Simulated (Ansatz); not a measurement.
Two structures of SiH₄O₃, closed shell, reached by relaxing down either side of one saddle point (PBE0-D4/def2-TZVP). Energies are electronic, without zero-point energy. Computed with Ansatz 0.2.0 (basis: def2-TZVPP and def2-QZVPP); correlated methods freeze the cores. Extrapolation: Hartree–Fock as exp(−7.88 √X), correlation as X^−2.97. First:

Si1  (0.338, 0.060, -0.021)
H2  (1.793, -0.137, -0.169)
O3  (-0.453, -1.374, -0.128)
H4  (-0.260, -1.937, -0.879)
O5  (-0.049, 1.131, -1.188)
O6  (-0.093, 0.673, 1.430)
H7  (-0.914, 1.543, -1.143)
H8  (-0.362, 0.042, 2.099)
(Å)

Second:

```tsv
atom	x (Å)	y (Å)	z (Å)
Si1	-0.6982	-0.0939	-0.0568
H2	1.8133	-0.6903	-0.4510
O3	-1.2712	-1.4814	-0.2161
H4	1.3842	-1.3004	-0.5510
O5	-0.5352	1.0180	-1.2110
O6	-0.2115	0.6100	1.3207
H7	-0.1976	1.8759	-0.9416
H8	-0.2840	0.0619	2.1068
```

(1) Which bonds change from the first to the second?

(2) Give the saddle point's structure and its height above each. (Judge from chemistry; the value comes from the calculation.)

The T1 diagnostic stays at or below 0.015.

Results:

(1) SiH₄O₃ ([OH][SiH]([OH])[OH]) → SiH₂O₃ ([O][Si]([OH])[OH]) + H₂; bonds formed: H2–H4; bonds broken: Si1–H2, O3–H4.

(2) Computed: 61.51 kcal/mol above the first and 15.15 kcal/mol above the second (CCSD(T) at an estimated basis limit (MP2 extrapolated from triple and quadruple zeta, plus CCSD(T) − MP2 in triple zeta)).
```
8
angstrom
Si -0.2603 -0.1020 -0.1128
H 1.3789 -0.6733 -0.3778
O -0.7079 -1.5689 -0.3229
H 0.7438 -1.3682 -0.4398
O -0.4018 1.0477 -1.2318
O -0.1799 0.6365 1.3269
H -0.3346 1.9598 -0.9401
H -0.2383 0.0682 2.0984
```

Labels in which every atom is bracketed show which atoms are joined, not bond orders.

For scale, one of the runs: CCSD(T)/def2-TZVPP, 191 basis functions, launched by `ansatz run in.yaml --threads 2 --pin off --events-out ev --progress --plain --max-ram 4352MiB`. Time: 48 s of wall clock on 2 CPU threads of an Intel Xeon Platinum 8259CL; the host was shared. Peak host memory: 2.2 GiB.
